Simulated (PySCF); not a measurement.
Vertical excitation energies

Compound: C₇H₄ClFO.
Bonds: O1–C2 (double), C2–Cl3, C2–C4, C4–C5 (aromatic), C5–C6 (aromatic), C6–C7 (aromatic), C7–F8, C7–C9 (aromatic), C9–C10 (aromatic), C4–C10 (aromatic). Hydrogens: H11 on C5; H12 on C6; H13 on C9; H14 on C10.

Theory: TDDFT PBE0/def2-SVPD, vertical, gas phase, core orbitals frozen in the response in PySCF 2.14.0, density-fitted response routines. Geometry: GFN2-xTB, one conformer, isolated molecule. Torsions of this conformer, `[O:1]=[C:2]([Cl:3])[c:4]1[cH:5][cH:6][c:7]([F:8])[cH:9][cH:10]1`: O1–C2–C4–C5 180°.

Problem. Predict the UV-vis stick spectrum at this level.

Solution. 

```tsv
state	E (eV)	ν̃ (cm⁻¹)	f	symmetry	main configurations (H = HOMO, L = LUMO)
S1	4.53	36520	0.0000	–	H-2→L (94%)
S2	4.97	40060	0.0085	A′	H-1→L (79%), H→L+1 (21%)
S3	5.15	41500	0.315	A′	H→L (93%)
S4	5.73	46220	0.0002	–	H-4→L (96%)
S5	6.06	48860	0.0012	–	H-3→L (69%), H→L+1 (18%)
S6	6.29	50710	0.162	A′	H→L+1 (52%), H-3→L (22%), H-1→L (14%)
S7	6.44	51940	0.0000	–	H-2→L+1 (99%)
S8	6.80	54870	0.0001	–	H-5→L (97%)
```

Triplets, Tamm–Dancoff:

```csv
state,E (eV),λ (nm),"main configurations (H = HOMO, L = LUMO)"
T1,3.59,345.4,H→L (88%)
T2,4.10,302.6,H-2→L (90%)
T3,4.27,290.5,H-1→L (93%)
```

The lowest singlet lies at 4.53 eV (274 nm, ultraviolet) and is dark (f under 0.0005); its leading configuration is HOMO-2→LUMO (94%). The most intense listed level is S3 at 5.15 eV (241 nm, f = 0.315), 0.62 eV above S1. Löwdin shares by element: HOMO carbon 52% or more, fluorine 10% (atoms not listed hold the other 37%); LUMO carbon 44% or more, oxygen 18% (atoms not listed hold the other 38%). Of the 8 states listed, 2 reach f = 0.01 and 4 stay under 0.0005. Weighted by f, the mean energy of these states is 5.53 eV. The oscillator strengths of these states sum to 0.487; summed over the whole spectrum of an exact calculation they would give the number of electrons, 80 (Thomas–Reiche–Kuhn). Symmetry labels in Cs follow from the direction of the transition dipole and are given only for states with f of 0.002 or more. Singlets were solved by full linear response, triplets in the Tamm–Dancoff approximation.

Hardware: one thread, Arm Neoverse V1, no GPU, shared host. Cost: 75 s of wall time (grids of density and orbitals included).
